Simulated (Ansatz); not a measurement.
`B[SiH2]C#N` + `O[SiH]([SiH3])[GaH2]` → `B[SiH](O)[SiH3]` + `N#C[SiH2][GaH2]`  (redistribution)

Program: Ansatz. Geometries: PBE0-D4/def2-TZVP. ΔE: electronic, gas phase. CCSD(T)/CBS adds triple-zeta CCSD(T) − MP2 to the extrapolated MP2 energy (def2 sets, frozen cores). DFT in def2-TZVPP. B3LYP here is the variant with VWN-RPA as its local correlation; programs differ in this. For Ga outer-core shells are correlated without core-valence functions, which leaves a few kJ/mol of doubt a bond. Scalar relativity is left out up to krypton. Each species was taken in one conformer, which may not be the lowest.

```json
{"level": "PBE0-D4", "ΔE (kcal/mol)": "-2.0", "difference from CCSD(T)/CBS": "-0.7"}
{"level": "B3LYP-D4", "ΔE (kcal/mol)": "-1.7", "difference from CCSD(T)/CBS": "-0.4"}
{"level": "r2SCANh-D4", "ΔE (kcal/mol)": "-2.2", "difference from CCSD(T)/CBS": "-0.9"}
{"level": "r2SCAN0-D4", "ΔE (kcal/mol)": "-2.0", "difference from CCSD(T)/CBS": "-0.7"}
{"level": "BHLYP-D4", "ΔE (kcal/mol)": "-1.3", "difference from CCSD(T)/CBS": "0.0"}
{"level": "PBE", "ΔE (kcal/mol)": "-2.5", "difference from CCSD(T)/CBS": "-1.2"}
{"level": "PBE0", "ΔE (kcal/mol)": "-2.1", "difference from CCSD(T)/CBS": "-0.8"}
{"level": "CAM-B3LYP", "ΔE (kcal/mol)": "-1.7", "difference from CCSD(T)/CBS": "-0.4"}
{"level": "RPA@PBE/def2-TZVPP", "ΔE (kcal/mol)": "-1.4", "difference from CCSD(T)/CBS": "-0.1"}
{"level": "HF/def2-SVP", "ΔE (kcal/mol)": "-1.3", "difference from CCSD(T)/CBS": "0.0"}
{"level": "MP2/def2-SVP", "ΔE (kcal/mol)": "-1.7", "difference from CCSD(T)/CBS": "-0.4"}
{"level": "CCSD(T)/def2-SVP", "ΔE (kcal/mol)": "-1.7", "difference from CCSD(T)/CBS": "-0.4"}
{"level": "HF/def2-TZVPP", "ΔE (kcal/mol)": "-1.1", "difference from CCSD(T)/CBS": "0.2"}
{"level": "MP2/def2-TZVPP", "ΔE (kcal/mol)": "-1.6", "difference from CCSD(T)/CBS": "-0.3"}
{"level": "SCS-MP2/def2-TZVPP", "ΔE (kcal/mol)": "-1.4", "difference from CCSD(T)/CBS": "-0.1"}
{"level": "HF/def2-QZVPP", "ΔE (kcal/mol)": "-1.2", "difference from CCSD(T)/CBS": "0.1"}
{"level": "CCSD(T)/CBS", "ΔE (kcal/mol)": "-1.3", "difference from CCSD(T)/CBS": "0"}
```

Largest T1 diagnostic among the species: 0.014.

Leaving LDA and LC-ωPBE aside and taking each functional with its dispersion term where it has one, the values, not all of them listed here, spread over 1.1 kcal/mol, from PBE-D4 to BHLYP-D4.
